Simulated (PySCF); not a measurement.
## [Ho(CH3)2]+: from a saddle point downhill

PySCF 2.14.0, RKS PBE0, Ho lcecp-1-SVP with ECP56, C def2-SVP, H def2-SVP; non-relativistic Hamiltonian with scalar-relativistic core potentials where named; density fitting; no spin-orbit coupling. Relaxed within the symmetry of its start, the geometry (C2v) is

```xyz
9

Ho    0.0000    0.0000   -0.2332
C     1.7162    0.0000    1.2222
H     2.7171    0.0000    0.7516
H     1.6598    0.8841    1.8866
H     1.6598   -0.8841    1.8866
C    -1.7162    0.0000    1.2222
H    -2.7171    0.0000    0.7516
H    -1.6598   -0.8841    1.8866
H    -1.6598    0.8841    1.8866
```

and its lowest harmonic modes are -62, 42, 127, 363, 393, 396 cm⁻¹ (negative: unstable). It was moved along the lowest mode and relaxed again, within the group C2 that the move left.

Question: Where does it end, and how much lower?

Answer: In C2, 0.001 eV lower, after 4 steps:
```xyz
9

Ho    0.0000    0.0000   -0.2293
C     1.7175    0.0176    1.2232
H     2.7008   -0.2099    0.7703
H     1.8049    1.0018    1.7237
H     1.5372   -0.7207    2.0279
C    -1.7175   -0.0176    1.2232
H    -2.7008    0.2099    0.7703
H    -1.8049   -1.0018    1.7237
H    -1.5372    0.7207    2.0279
```

Question: How do the contacts change?

Answer: 
```json
{"contact": "Ho1–C2 (CH3)", "saddle (Å)": "2.250", "end (Å)": "2.249"}
{"contact": "Ho1–C6 (CH3)", "saddle (Å)": "2.250", "end (Å)": "2.249"}
```


Question: Is the end a minimum?

Answer: Yes; lowest modes 45, 58, 132, 363, 387, 402 cm⁻¹.

An lcecp potential fixes the number of 4f electrons, so in runs with it no electron can move into or out of that shell.

State: singlet in the valence, with the 4f electrons in the core potential.
